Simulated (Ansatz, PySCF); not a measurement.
Molecule: 3-fluoro-4-methyl-2H-oxete, C4H5FO (charge 0, singlet). 
Geometry from a B3LYP-D3(BJ)/def2-TZVP (Ansatz, a first-principles code) optimisation:
```
C
C 1 1.3303
F 2 1.3331 1 136.21
O 1 1.4146 2 94.93 3 -180.00
C 1 1.4708 2 142.78 3 0.00
H 5 1.0895 1 110.03 2 0.00
H 5 1.0928 6 108.79 1 121.41
H 5 1.0928 6 108.79 7 117.18
C 4 1.4749 1 88.49 2 0.00
H 9 1.0898 4 110.66 1 117.97
H 9 1.0898 10 111.46 4 -123.59
```
Charge 0, spin multiplicity 1.

Property: vertical ionisation energy (to the doublet state of charge +1; each state is the SCF solution reached for its spin), in eV. Cores are frozen in the correlated levels unless marked. Open shells are spin-unrestricted. Spin-orbit coupling is left out. No relativistic terms. 

```csv
level,program,vertical ionisation energy (eV)
HF/aug-cc-pVDZ,Ansatz,7.79
SVWN5/def2-TZVPD,Ansatz,8.68
PBE/def2-TZVPD,Ansatz,8.42
r2SCAN/def2-TZVPD,Ansatz,8.41
B3LYP/def2-TZVPD,Ansatz,8.63
BHLYP/def2-TZVPD,Ansatz,8.61
wB97M-V/def2-TZVPD,Ansatz,8.64
wB97X-V/def2-TZVPD,Ansatz,8.63
B2PLYP/def2-TZVPD,Ansatz,8.63
MP2/aug-cc-pVDZ,Ansatz,8.78
RI-MP2/aug-cc-pVTZ,Ansatz,8.94
SCS-MP2/aug-cc-pVDZ,Ansatz,8.79
CCSD/aug-cc-pVDZ,Ansatz,8.67
CCSD(T)/aug-cc-pVDZ,Ansatz,8.68
```

For comparison, minus the highest occupied orbital energy (PySCF): 9.26 eV at HF/def2-TZVPD, 5.60 eV at TPSSh/def2-TZVPD, 6.35 eV at PBE0/def2-TZVPD.
